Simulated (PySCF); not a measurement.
## One change at a time: excitation energies

Level of theory: TDDFT wB97X-D/def2-SVPD, vertical, gas phase, core orbitals frozen in the response (PySCF). Geometries: GFN2-xTB; one conformer of each isolated species. Triplets are in the Tamm–Dancoff approximation.

Parent: `C=C(C)[SiH2]CF`, with lowest singlet excitation energy 6.87 eV, LUMO energy 1.54 eV, S1–T1 gap 2.47 eV, HOMO energy -9.42 eV, mean static polarisability 76.7 au. Its spectrum: 6.87 eV (f 0.023); 7.04 eV (f 0.394); 7.45 eV (f 0.014); 7.81 eV (f 0.019); 7.97 eV (f 0.022).

Shifts from the parent:

```json
{"change": "H on C replaced by Cl", "SMILES": "C=C(C)[SiH2][C@H](F)Cl", "Δ S1 (eV)": "-0.05", "Δ LUMO (eV)": "-0.21", "Δ S1−T1 (eV)": "-0.02", "Δ HOMO (eV)": "-0.30", "Δ α (au)": "+13.1"}
{"change": "H on C replaced by ethynyl", "SMILES": "C#C[C@H](F)[SiH2]C(=C)C", "Δ S1 (eV)": "-1.13", "Δ LUMO (eV)": "-0.24", "Δ S1−T1 (eV)": "-1.10", "Δ HOMO (eV)": "+0.08", "Δ α (au)": "+20.0"}
```

Task: Predict the same shifts for this change: H on C replaced by CH3 (`C=C(C)[SiH2][C@@H](C)F`).

Result: Δ lowest singlet excitation energy -0.13 eV, Δ LUMO energy -0.08 eV, Δ S1–T1 gap -0.12 eV, Δ HOMO energy -0.16 eV, Δ mean static polarisability +11.0 au. Spectrum: 184 nm (f 0.004); 176 nm (f 0.311); 166 nm (f 0.013); 161 nm (f 0.012); 158 nm (f 0.041). S1 falls most with H on C replaced by ethynyl (-1.13 eV); all changes lower it. S1 is simply the lowest singlet of each species and needn't be the same kind of state throughout.
